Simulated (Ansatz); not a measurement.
Worked example: the enthalpy of formation of CBr2ClF (dibromochlorofluoromethane)

The species is CBr2ClF (5 atoms), meant as a singlet with charge 0. As SMILES, `FC(Cl)(Br)Br`. The coordinates come from a PBE0-D4/def2-TZVP relaxation.

Total energies at MP2/cc-pVDZ, 25 core orbitals frozen (Ansatz 0.2.0); the atoms run unrestricted:

| species | state | energy (Eh) |
| --- | --- | --- |
| CBr2ClF | singlet | -5742.263819 |
| F | doublet | -99.515840 |
| C | triplet | -37.738310 |
| Cl | doublet | -459.580942 |
| Br | doublet | -2572.473077 |

Harmonic wavenumbers at PBE0-D4/def2-TZVP, in cm⁻¹: 160, 196, 270, 314, 348, 475, 756, 814, 1117.

Measured heats of formation of the gaseous atoms at 298.15 K, in kJ/mol: F 79.4, C 716.9, Cl 121.3, Br 111.9. Spin-orbit lowering of the atoms at 298 K (mean of the ground term's levels less their thermal mean, from spectra), in kJ/mol: F 1.29, C 0.02, Cl 3.44, Br 14.69. Take 1 Eh = 2625.50 kJ/mol, 1 cm⁻¹ = 0.0119627 kJ/mol, RT = 2.479 kJ/mol.

Problem. What heat of formation follows?

Solution. 
1. Electronic atomisation energy: (-99.515840) + (-37.738310) + (-459.580942) + 2 × (-2572.473077) − (-5742.263819) = 0.482573 Eh = 1267.0 kJ/mol.
2. Zero-point energy: half the sum of the wavenumbers, 2225 cm⁻¹ = 26.6 kJ/mol.
3. Thermal vibrational enthalpy, Σ hcν̃/(exp(hcν̃/kT) − 1): 7.5 kJ/mol. Translation, rotation and pV of a non-linear molecule: 4 RT = 9.9 kJ/mol.
4. The 5 free atoms carry 5/2 RT each: 31.0 kJ/mol.
5. Spin-orbit coupling lowers the free atoms by 1.29 + 0.02 + 3.44 + 2 × 14.69 = 34.1 kJ/mol.
6. Atomisation enthalpy at 298 K: 1267.0 − 34.1 − 26.6 − 7.5 − 9.9 + 31.0 = 1219.9 kJ/mol.
7. Sum of the atoms' heats of formation: 1141.4 kJ/mol. Heat of formation: 1141.4 − 1219.9 = -78.5 kJ/mol.

The tabulated value is -187.4 kJ/mol (Active Thermochemical Tables), so this level is off by +108.9 kJ/mol, or 8.2 % of the atomisation enthalpy that the table implies (1328.7 kJ/mol). Perturbation theory converges slowly with the basis for atomisation. Relativity is left out. A double-zeta basis underbinds. Anharmonicity and any spin-orbit splitting of the molecule are left out, and so is core correlation.
